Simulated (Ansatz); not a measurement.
Basis sets compared for `CCCCCCCCCCCCCCSC(C)=O`. Total charge 0; singlet. Geometry PBE-D4/def2-SVP. Ansatz on 2 threads of AMD EPYC 7R13 on a shared host and a share (18 GiB) of an NVIDIA H100 80GB HBM3; times are rough, and most runs start from earlier orbitals.

```xyz
50

C    -5.091    6.399    3.613
C    -4.045    5.327    3.303
C    -2.905    5.833    2.411
C    -1.797    4.809    2.129
C    -2.238    3.586    1.318
C    -1.091    2.629    0.978
C    -1.523    1.400    0.174
C    -0.372    0.455   -0.183
C    -0.814   -0.776   -0.983
C     0.325   -1.703   -1.431
C     1.073   -2.394   -0.284
C     2.208   -3.327   -0.726
C     1.751   -4.562   -1.512
C     2.864   -5.562   -1.818
S     4.124   -4.836   -2.938
C     5.206   -6.270   -3.094
C     6.394   -6.018   -4.001
O     4.984   -7.323   -2.526
H    -5.559    6.785    2.683
H    -4.636    7.267    4.135
H    -5.904    6.009    4.258
H    -4.542    4.457    2.820
H    -3.615    4.936    4.253
H    -2.453    6.731    2.888
H    -3.329    6.190    1.444
H    -1.357    4.469    3.094
H    -0.968    5.316    1.587
H    -3.023    3.025    1.871
H    -2.723    3.928    0.375
H    -0.307    3.182    0.412
H    -0.597    2.298    1.920
H    -2.030    1.731   -0.761
H    -2.296    0.838    0.747
H     0.138    0.140    0.754
H     0.395    1.014   -0.767
H    -1.374   -0.434   -1.881
H    -1.546   -1.360   -0.380
H    -0.094   -2.470   -2.116
H     1.054   -1.122   -2.041
H     0.343   -2.970    0.331
H     1.497   -1.625    0.397
H     2.943   -2.753   -1.335
H     2.769   -3.669    0.172
H     0.974   -5.101   -0.925
H     1.258   -4.260   -2.462
H     2.477   -6.476   -2.311
H     3.388   -5.888   -0.896
H     6.051   -5.790   -5.031
H     7.035   -6.919   -4.014
H     6.978   -5.146   -3.646
```

Single mean-field runs in def2-SVP, def2-TZVP are fitted with def2-universal-jkfit.

Binding counts from free atoms (C triplet, S triplet, O triplet, H doublet) in the same basis, without a counterpoise term.

| level | functions | energy (Eh) | HOMO (eV) | LUMO (eV) | binding per atom (eV) | wall time |
| --- | --- | --- | --- | --- | --- | --- |
| HF/STO-3G | 126 | -1084.2412 | -6.97 | 8.15 | 3.92 | 7 s |
| HF/6-31G | 230 | -1096.5688 | -9.96 | 3.81 | 3.01 | 9 s |
| PBE-D4/def2-SVP | 416 | -1100.6927 | -5.81 | -1.35 | 4.35 | 10 s |
| PBE0-D4/def2-SVP | 416 | -1100.8453 | -7.05 | -0.34 | 4.30 | 9.1 s |

Task: Estimate the rows for PBE-D4/def2-TZVP, PBE0-D4/def2-TZVP (with forces).

Result: 
| level | functions | energy (Eh) | HOMO (eV) | LUMO (eV) | binding per atom (eV) | wall time |
| --- | --- | --- | --- | --- | --- | --- |
| PBE-D4/def2-TZVP | 756 | -1101.5890 | -5.94 | -1.56 | 4.31 | 11 s |
| PBE0-D4/def2-TZVP (with forces) | 756 | -1101.7243 | -7.13 | -0.51 | 4.25 | 20 s |
